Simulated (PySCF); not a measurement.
C2H3N. Atoms are numbered in the order given.

```xyz
6

C      0.0000     0.0000    -1.0998
N      0.0000     0.0000     0.3097
C      0.0000     0.0000     1.4738
H     -0.8884     0.5129    -1.4705
H      0.8884     0.5129    -1.4705
H      0.0000    -1.0258    -1.4705
```

Coordinates come from a PBE0-D3(BJ)/def2-TZVP optimisation.

The numbers are results of PBE/def2-TZVPD in PySCF, not measurements.

Symmetry labels are those of the subgroup Cs that the program uses (full group C3v).

**Question.** List the valence orbital energies around the gap with their symmetry. (The exact figures need the calculation; the answer reports its results.)

**Answer.** 
```csv
orbital,symmetry,energy (eV)
HOMO−7,A',-23.98
HOMO−6,A',-19.39
HOMO−5,A',-13.93
HOMO−4,A',-11.89
HOMO−3,A",-11.89
HOMO−2,A',-8.37
HOMO−1,A",-8.37
HOMO,A',-7.09
LUMO,A',-0.51
LUMO+1,A',-0.44
LUMO+2,A",-0.44
LUMO+3,A',1.08
```
